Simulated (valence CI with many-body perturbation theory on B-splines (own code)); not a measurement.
## Pt XVI: input, log and results

Computed by configuration interaction combined with many-body perturbation theory (CI+MBPT): three valence electrons over a frozen Dirac-Fock core [Kr] 4d10 4f14, a basis of 11 s, 11 p, 10 d, 8 f, 5 g, 2 h functions for each j, with the one-electron correlation potential Σ1 (screened to all orders), the two-electron term Σ2, the three-electron term Σ3, Breit, model QED; selected single and double excitations, second order for the rest, scaled by the run's own slope (own B-spline code, finite nucleus).

Command, and the settings that its task file holds:

```sh
python run_cv.py task.json out
```

```
atom Pt  Z=78  mass_number=195  rms_radius_fm=5.4270
core [Kr] 4d10 4f14
valence 5s2 5p1
avg = 1
basis = M
breit = 1
cap = 32000
capref = 2000
cscale = 1
de = 0.0
dress = 0
eps = 2e-08
extrap = 1
h = 0.27
hh = 1
l2 = 3
lcore = 6
maxit = 60
n2 = 5
natural = 1
nlev = 150
nno = [5, 5, 5, 4, 2, 1]
nroot = 36
nsp = [6, 6, 5, 4, 3, 1]
pt2 = 1
qed = 1
rpa = 1
s1 = 1
s2 = 1
s3 = 1
screen = 1
tol = 2e-05
whole = 1
```

It took 82 s on 1 thread of Intel(R) Xeon(R) Platinum 8488C (Sapphire Rapids), with other jobs on the host.

Log. The first blocks belong to the next ion, which gives the ionisation energy. Fields: 2J, parity (1 odd), roots, reference size, generating configurations, candidates as configurations/state functions, variational space P, stored matrix elements, Davidson steps; e2 is the range of second-order energies in hartree. The first line gives the box (bohr), its intervals, the orbitals and the steps of their self-consistent field. Window is the range of levels sought, series limit the energy at which the first omitted orbital would enter, core excitation an estimate of the first excitation out of the core, left out the lowest levels not solved, and shifts from estimates the range by which levels moved from their first estimate, all in cm⁻¹.

```
rmax 17.5 intervals 63 orbitals 83 references ['5s2 5p', '5s 5p2', '5s2 5d', '5p3', '5s 5p 5d'] scf 4 t 1.6
2J=0 par=0 roots 2 ref 18 generators 4 cand 398/398 P 381/381 nnz 0 it 0
2J=0 par=0 roots 2 ref 18 generators 6 cand 35/35 P 410/410 nnz 0 it 0
   second order: generators 11 cand 6/6 e2 -0.00000 -0.00000
reference levels 1203, estimated 3, window 220595 1/cm; series limit 2265147, core excitation 275743
2J=1 par=1 roots 1 ref 77 generators 3 cand 3640/5427 P 1138/1663 nnz 0 it 3
2J=1 par=1 roots 1 ref 77 generators 5 cand 4708/7266 P 1484/2207 nnz 0 it 4
   second order: generators 9 cand 6728/10442 e2 -0.00001 -0.00001
2J=3 par=1 roots 1 ref 121 generators 5 cand 6503/13911 P 1144/2315 nnz 0 it 3
2J=3 par=1 roots 1 ref 121 generators 6 cand 6139/13213 P 1639/3262 nnz 2.4e+06 it 4
   second order: generators 14 cand 11009/24726 e2 -0.00002 -0.00002
left out: unestimated 436377, estimated 310747, shifts from estimates 0 to 5
operators 8.4
```

The Davidson iterations converged.

No measured levels were compared; by estimate levels hold to about 250 cm⁻¹ or 0.2 % of their energy and the worst to 1 %, as in measured heavy ions of charge 2 to 7. The list stops below the first excitations out of the core. Only levels of the ground parity were solved; by the run's estimate the other parity begins above the list, which can be wrong where configurations are misplaced.

```yaml
Valence_energy: -44.32576 hartree
Ionisation_energy: "352.08 eV (NIST: 358 ± 17 eV (theoretical))"
Reference_configurations_for_the_orbitals: 5s2 5p, 5s 5p2, 5s2 5d, 5p3, 5s 5p 5d
Radial_orbitals: 83
Box_radius: 17.49 bohr
Largest_variational_space: 3262
Lowest_levels: 5s²5p ²P°_1/2 0.0, 5s²5p ²P°_3/2 164990 cm⁻¹
```
